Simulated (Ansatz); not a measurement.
Reaction (redistribution): `[Cl][Hf]([Cl])([Cl])[I]` + `[F][GeH2][O][SiH3]` → `[SiH3][O][Hf]([Cl])([Cl])[Cl]` + `[F][GeH2][I]`

Isolated molecules relaxed with PBE0-D4/def2-TZVP in Ansatz; ΔE leaves out vibrations. CCSD(T)/CBS is the MP2 limit (def2-TZVPP, def2-QZVPP) plus CCSD(T) − MP2 in def2-TZVPP, frozen cores. Functionals use def2-TZVPP. B3LYP here is the variant with VWN-RPA as its local correlation; programs differ in this. HSE06 is defined as in plane-wave codes. def2 core potentials past Kr. For Ge, Hf, I outer-core shells are correlated without core-valence functions, which leaves a few kJ/mol of doubt a bond. Scalar relativity is left out up to krypton. Each species was taken in one conformer, which may not be the lowest.

```csv
level,ΔE (kJ/mol),difference from CCSD(T)/CBS
LDA (SPW92),-50.4,-5.4
PBE-D4,-55.1,-10.1
BLYP-D4,-58.0,-13.0
r2SCAN-D4,-50.9,-5.9
B97M-V,-49.6,-4.6
PBE0-D4,-51.9,-6.9
B3LYP-D4,-55.1,-10.1
r2SCANh-D4,-50.2,-5.2
r2SCAN0-D4,-49.1,-4.1
HSE06-D4,-51.7,-6.7
BHLYP-D4,-50.9,-5.9
CAM-B3LYP-D4,-56.3,-11.3
ωB97X-V,-54.1,-9.1
ωB97M-V,-52.9,-7.9
B2PLYP,-49.0,-4.0
PBE-QIDH,-43.9,1.1
PBE,-56.5,-11.5
revPBE,-58.8,-13.8
r2SCAN,-50.8,-5.8
PBE0,-53.2,-8.2
B3LYP,-57.6,-12.6
r2SCANh,-50.2,-5.2
HSE06,-52.9,-7.9
BHLYP,-53.8,-8.8
CAM-B3LYP,-57.7,-12.7
LC-ωPBE,-57.2,-12.2
RPA@PBE/def2-TZVPP,-42.1,2.9
HF/def2-SVP,-59.6,-14.6
MP2/def2-SVP,-53.1,-8.1
CCSD/def2-SVP,-61.2,-16.2
CCSD(T)/def2-SVP,-57.8,-12.8
HF/def2-TZVPP,-49.5,-4.5
SCS-MP2/def2-TZVPP,-40.9,4.1
CCSD/def2-TZVPP,-47.1,-2.1
CCSD(T)/def2-TZVPP,-43.8,1.2
HF/def2-QZVPP,-49.1,-4.1
MP2/def2-QZVPP,-37.6,7.4
HF/CBS(def2),-49.0,-4.0
MP2/CBS(def2),-38.3,6.7
CCSD/CBS(def2),-48.4,-3.4
CCSD(T)/CBS,-45.0,0
```

Largest T1 diagnostic among the species: 0.014.

From PBE to PBE0 (25 % exact exchange), in def2-TZVPP and without D4, ΔE moves by +3.3 kJ/mol. Leaving LDA and LC-ωPBE aside and taking each functional with its dispersion term where it has one, the values spread over 14.2 kJ/mol, from BLYP-D4 to PBE-QIDH. LDA lies +6.1 kJ/mol from PBE without D4.
